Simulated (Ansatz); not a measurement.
IrO2, SMILES [O]=[Ir]=[O] (connectivity only; charge and spin as stated), neutral, multiplicity 2.

Geometry optimised at r2SCAN-D4/def2-TZVP. The geometry has at least one imaginary mode, so it is a saddle point at that level. The spin state was assumed, not searched. The def2 effective core potentials stand for the cores of Ir; spin–orbit coupling is left out.

Two levels are set side by side: PBE/def2-TZVPD (Ansatz, a program for electronic structure) and PBE0/def2-TZVPD (Ansatz). Energy differences of separate SCF runs at the same geometry; the states with an electron removed or added have multiplicity 1 and 1. Differences are taken from unrounded values.

| quantity | PBE0 |
|---|---|
| vertical ionisation energy (eV) | 10.97 |
| vertical electron affinity (eV) | 3.35 |

Task: What does PBE give, and how far is it from PBE0? (Estimate from the structure and the level; the computed values follow.)

Result: 
```
quantity                           PBE  PBE minus PBE0
-------------------------------  -----  --------------
vertical ionisation energy (eV)  10.73           -0.24
vertical electron affinity (eV)   3.27           -0.08
```
